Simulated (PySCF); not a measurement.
prop-2-enylcyclopropane (C6H10), SMILES C=CCC1CC1. Geometry: PBE-D3(BJ)/def2-SVP. Other conformers were not sampled.

### Question
Give the equilibrium geometry at PBE-D3(BJ)/def2-SVP (PySCF confirms it by a frequency run) as bond lengths and angles. (The exact figures need the calculation; the answer reports its results.)

### Answer
Several could match; the one computed here: 
Atoms: C1 C2 C3 C4 C5 C6 H7 H8 H9 H10 H11 H12 H13 H14 H15 H16. Bonded distances (Å): C1–C2 1.345, C1–H7 1.103, C1–H8 1.101, C2–C3 1.503, C2–H9 1.105, C3–C4 1.529, C3–H10 1.112, C3–H11 1.114, C4–C5 1.510, C4–C6 1.512, C4–H12 1.104, C5–C6 1.513, C5–H13 1.101, C5–H14 1.102, C6–H15 1.101, C6–H16 1.101. Angles (°): C2–C1–H7 121.2, C2–C1–H8 121.7, H7–C1–H8 117.0, C1–C2–C3 125.1, C1–C2–H9 118.6, C3–C2–H9 116.3, C2–C3–C4 115.2, C2–C3–H10 109.3, C2–C3–H11 108.7, C4–C3–H10 108.6, C4–C3–H11 108.1, H10–C3–H11 106.5, C3–C4–C5 121.4, C3–C4–C6 122.9, C3–C4–H12 112.5, C5–C4–C6 60.1, C5–C4–H12 115.4, C6–C4–H12 115.1, C4–C5–C6 60.1, C4–C5–H13 118.6, C4–C5–H14 117.1, C6–C5–H13 118.8, C6–C5–H14 117.1, H13–C5–H14 114.6, C4–C6–C5 59.9, C4–C6–H15 118.6, C4–C6–H16 118.1, C5–C6–H15 117.5, C5–C6–H16 118.7, H15–C6–H16 113.9.
Charge 0, spin multiplicity 1.
